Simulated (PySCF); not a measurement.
A side-by-side comparison of computed properties.

First species: C6H8N2O2.
Atom-mapped SMILES: `[O:1]=[CH:2][NH:3][C@H:4]1[CH:5]=[CH:6][C@H:7]1[NH:8][CH:9]=[O:10]` (hydrogens: H11 on C2; H12 on N3; H13 on C4; H14 on C5; H15 on C6; H16 on C7; H17 on N8; H18 on C9)

Second species: C6H13FO2.
SMILES: `CCO[C@H](F)OC(C)C`

Levels: PBE0/pcSseg-1 for dipole moment, HOMO energy, LUMO energy and HOMO–LUMO gap; GFN2-xTB for rotational constant A and rotational constant C. Geometries: GFN2-xTB. Each species is one conformer at its optimised geometry, gas phase, non-relativistic unless stated; the electronic structure was computed with PySCF and density fitting.

Dipoles, sizes and rotational constants follow the conformer. The torsions of the flexible species, by atom-mapped SMILES:
- `[O:1]=[CH:2][NH:3][C@H:4]1[CH:5]=[CH:6][C@H:7]1[NH:8][CH:9]=[O:10]`: O1–C2–N3–C4 7°, C2–N3–C4–C5 -38°, C6–C7–N8–C9 167°, C7–N8–C9–O10 8°
- `[CH3:1][CH2:2][O:3][C@H:4]([F:5])[O:6][CH:7]([CH3:8])[CH3:9]`: C1–C2–O3–C4 71°, C2–O3–C4–F5 -83°, O3–C4–O6–C7 -175°, C4–O6–C7–C8 139°

Values for the first species:

```
Dipole moment         : 1.45 D
HOMO energy           : -6.94 eV
LUMO energy           : -0.23 eV
HOMO–LUMO gap         : 6.71 eV
Rotational constant A : 1.891 GHz
Rotational constant C : 1.101 GHz
```

Q: Estimate the same properties for the second species, and the change in each.

A: 
```
             property      first     second  second less first
        dipole moment     1.45 D     2.33 D            +0.88 D
          HOMO energy   -6.94 eV   -8.08 eV           -1.14 eV
          LUMO energy   -0.23 eV    1.45 eV           +1.68 eV
        HOMO–LUMO gap    6.71 eV    9.53 eV           +2.82 eV
rotational constant A  1.891 GHz  3.771 GHz         +1.880 GHz
rotational constant C  1.101 GHz  0.701 GHz         -0.400 GHz
```

On the first: In atomic units the dipole is 0.57 e·bohr (1 au = 2.5417 D). A dipole of 1.45 D is allowed in C1, and pure rotational transitions are dipole-allowed.

On the second: The dipole matches unit charges of opposite sign 0.48 Å apart (1 e·Å = 4.8032 D). A dipole of 2.33 D is allowed in C1, and pure rotational transitions are dipole-allowed.
